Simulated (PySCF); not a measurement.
A small calculation by hand: entropy of an ideal gas

Sb(H)2(SiH3) (H5SbSi), SMILES [SbH2][SiH3].

Geometry optimised at B3LYP-D3(BJ)/def2-TZVP. The def2 effective core potentials stand for the cores of Sb; spin–orbit coupling is left out.

B3LYP-D3(BJ)/def2-TZVP (PySCF) gives the harmonic wavenumbers 124, 298, 391, 407, 602, 627, 829, 877, 951, 954, 1927, 1932, 2212, 2226, 2232 cm⁻¹ and the rotational temperatures 2.0666, 0.1345, 0.1343 K. The molar mass is 154.89 g/mol, the symmetry number 1, the spin multiplicity 1.

Question: Work out the entropy at 298.15 K and 1 atm in the rigid-rotor, harmonic-oscillator model.

Answer: 
Translation (Sackur–Tetrode at 1 atm): S = R[1.5 ln M + 2.5 ln T − 1.16487] = 171.6 J/(mol K).
Rotation: q = (√π/σ) T^1.5/√(θA θB θC) = 47200, S = R[ln q + 3/2] = 102.0 J/(mol K).
Vibration: with u = 1.4388 ν/T, each mode gives R[u/(e^u − 1) − ln(1 − e^−u)]:
| ν (cm⁻¹) | modes | u | S (J/(mol K)) |
|---|---|---|---|
| 124 | 1 | 0.60 | 12.71 |
| 298 | 1 | 1.44 | 5.98 |
| 391 | 1 | 1.89 | 4.17 |
| 407 | 1 | 1.96 | 3.92 |
| 602 | 1 | 2.91 | 1.87 |
| 627 | 1 | 3.03 | 1.70 |
| 829 | 1 | 4.00 | 0.77 |
| 877 | 1 | 4.23 | 0.64 |
| 951 | 1 | 4.59 | 0.48 |
| 954 | 1 | 4.60 | 0.47 |
| 1927 | 1 | 9.30 | 0.01 |
| 1932 | 1 | 9.32 | 0.01 |
The stiffer modes add less than 0.005 each. Sum 32.7 J/(mol K).
Spin: R ln 1 = 0.0 J/(mol K).
Total 306.3 J/(mol K); the program's own thermochemistry gives 306.3. Translation makes up 56 % and vibration 11 %. Anharmonicity, hindered rotation and orbital degeneracy are left out.
